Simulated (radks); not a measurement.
Task: Numerical settings for the argon ion Ar+, [Ne] 3s2 3p5. All-electron calculation, non-relativistic Kohn-Sham, BLYP, spin-unpolarised, spherical densities, point nucleus. Program: a radial shooting solver on a logarithmic mesh with Libxc functionals. The defaults (mesh step 0.008 in ln r, mesh end at 40 bohr or more with all orbitals vanishing there, Anderson mixing 0.5 over 9 steps, residual threshold near 1e-9 with the energy settled to 1e-9 hartree or 1e-11 of itself, here a cap of 95 iterations) give E = -526.9655 hartree and 3p at -21.985 eV in 14 iterations. Run on one thread of a shared host, so times are rough (Arm Neoverse N1): 0.08 s of CPU time, 0.08 s wall, 14 iterations on 2476 mesh points. One setting is changed at a time: mesh step in ln r 0.005; mesh step in ln r 0.2; mesh step in ln r 0.08; mesh end (bohr) 1; mesh end (bohr) 8; residual threshold 1e-05; residual threshold 1e-13; mixing 1.5; linear mixing, mixing 0.5; linear mixing, mixing 0.05; mixing history 2; iteration cap 2. Which runs fail to converge, and which converge to a wrong energy?

Result: Not converged within the cap: mesh step in ln r 0.2; mesh step in ln r 0.08; residual threshold 1e-13; linear mixing, mixing 0.05; iteration cap 2. Settled on a wrong energy, with an occupied level pushed above zero by the early mesh end: mesh end (bohr) 1 (+79.5 hartree). Apart from these: no run marked as converged misses the energy by more than 1 mhartree.
